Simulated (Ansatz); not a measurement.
Start from `O=C[SiH2]F` and change one element to get `O=C[SiH2]Cl`.

Ansatz, PBE0-D4/def2-TZVP geometries, multiplicity 1. Each molecule was computed in one conformer, which needn't be the lowest.

| property | `O=C[SiH2]F` |
| --- | --- |
| HOMO–LUMO gap (B3LYP/def2-TZVPP) / eV | 4.96 |
| zero-point energy (PBE0-D4/def2-TZVP) / kJ/mol | 99.3 |
| HOMO–LUMO gap (PBE/def2-TZVPP) / eV | 2.78 |
| size of the dipole moment (ωB97M-V/def2-TZVPP) / D | 1.03 |
| LUMO energy (PBE0/def2-TZVPP) / eV | -1.98 |
| HOMO–LUMO gap (PBE0/def2-TZVPP) / eV | 5.43 |

(1) What does the change do to each property? (An estimate is asked.)

Answers

(1) Computed: 
| property | `O=C[SiH2]Cl` | shift |
| --- | --- | --- |
| HOMO–LUMO gap (B3LYP/def2-TZVPP) / eV | 4.93 | -0.03 |
| zero-point energy (PBE0-D4/def2-TZVP) / kJ/mol | 96.1 | -3.2 |
| HOMO–LUMO gap (PBE/def2-TZVPP) / eV | 2.79 | 0.01 |
| size of the dipole moment (ωB97M-V/def2-TZVPP) / D | 1.06 | 0.03 |
| LUMO energy (PBE0/def2-TZVPP) / eV | -2.03 | -0.05 |
| HOMO–LUMO gap (PBE0/def2-TZVPP) / eV | 5.39 | -0.04 |

Dipoles are sizes alone; their direction can turn.

B3LYP here is the variant with VWN-RPA as its local correlation; programs differ in this.
